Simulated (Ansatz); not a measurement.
Program: Ansatz. Geometries: PBE0-D4/def2-TZVP. ΔE: electronic, gas phase. CCSD(T)/CBS adds triple-zeta CCSD(T) − MP2 to the extrapolated MP2 energy (def2 sets, frozen cores). This one scheme is used for every species. DFT in def2-TZVPP. For Zn outer-core shells are correlated without core-valence functions, which leaves a few kJ/mol of doubt a bond. Scalar relativity is left out up to krypton. One conformer a species, not always the lowest.

Consider the hydrogenolysis of a Zn–C bond: `[CH3][Zn][CH2]O` + H₂ → `O[CH2][ZnH]` + CH₄.

`[CH3][Zn][CH2]O`:

Cartesian coordinates in Å:
```
C -1.697 -1.286 0.607
Zn -0.181 -0.113 0.282
C 1.374 1.042 -0.103
O 1.893 0.874 -1.430
H -2.002 -1.800 -0.308
H -2.557 -0.723 0.979
H -1.448 -2.048 1.351
H 2.190 0.750 0.564
H 1.187 2.104 0.110
H 1.240 1.200 -2.052
```

H₂:

Cartesian coordinates in Å:
```
H 0.214 -0.074 -0.296
H -0.214 0.074 0.296
```

`O[CH2][ZnH]`:

Cartesian coordinates in Å:
```
O 1.334 -0.575 0.401
C 0.185 -0.402 -0.437
Zn -0.963 1.100 0.136
H 1.040 -0.899 1.254
H -0.362 -1.347 -0.553
H 0.581 -0.170 -1.430
H -1.814 2.294 0.628
```

CH₄:

Cartesian coordinates in Å:
```
C 0.000 0.000 0.000
H 1.043 -0.308 -0.075
H -0.590 -0.813 0.422
H -0.378 0.246 -0.992
H -0.075 0.875 0.645
```

(1) Is it downhill or uphill in electronic energy at CCSD(T)/CBS, and by how much? (Estimate.)

(2) What do these levels give: PBE-D4, PBE0-D4, ωB97X-V, PBE, r2SCAN, MP2/def2-TZVPP, CCSD/def2-TZVPP, CCSD(T)/def2-TZVPP, MP2/def2-QZVPP, HF/CBS(def2), MP2/CBS(def2), CCSD/CBS(def2)? (Best estimate.)

Largest T1 diagnostic among the species: 0.014.

Answers

(1) Computed: Downhill: ΔE = -0.37 eV.

(2) Computed: PBE-D4 -0.38, PBE0-D4 -0.43, ωB97X-V -0.44, PBE -0.40, r2SCAN -0.41, MP2/def2-TZVPP -0.32, CCSD/def2-TZVPP -0.46, CCSD(T)/def2-TZVPP -0.41, MP2/def2-QZVPP -0.29, HF/CBS(def2) -0.70, MP2/CBS(def2) -0.28, CCSD/CBS(def2) -0.42 eV.

The D4 term adds +0.04 eV with B3LYP and +0.02 eV with PBE0; it sums over pairs of atoms, weighted by their polarisabilities, and B3LYP, whose exchange is more repulsive, gets the larger term. In def2-TZVPP, CCSD(T) changes the Hartree–Fock value by +0.30 eV (the triples alone add +0.05 eV) and MP2 by +0.39 eV.

B3LYP here is the variant with VWN-RPA as its local correlation; programs differ in this.
